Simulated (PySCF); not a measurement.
Computed shifts of a molecule CH6O2Si3, HF/pcSseg-1 (PySCF), GIAO, gas phase, equivalent atoms averaged, in ppm (number of nuclei): ¹³C: 188.8 (1). ²⁹Si: -16.9 (1), -23.7 (1), -92.9 (1). ¹H: 5.09 (2), 4.92 (1), 3.95 (3). References: ¹⁷O against H2O (σ = 333.0 ppm); ¹³C against TMS (σ = 192.6 ppm); ²⁹Si against TMS (σ = 393.8 ppm); ¹H against TMS (σ = 31.99 ppm), references at their B3LYP-D3(BJ)/def2-TZVP geometries, non-relativistic. Geometry: B3LYP-D3(BJ)/def2-SVP. One conformer was computed; it need not be the lowest.

Question: Which structure fits?
A. O=C1[SiH2]O[SiH2][SiH2]1
B. O=C1[SiH2][SiH2][Si@H]1O
C. O=C1O[SiH2][Si@H]1[SiH3]
D. O=C1O[Si@@H]([SiH3])[SiH2]1

Answer: C, O=C1O[SiH2][Si@H]1[SiH3]
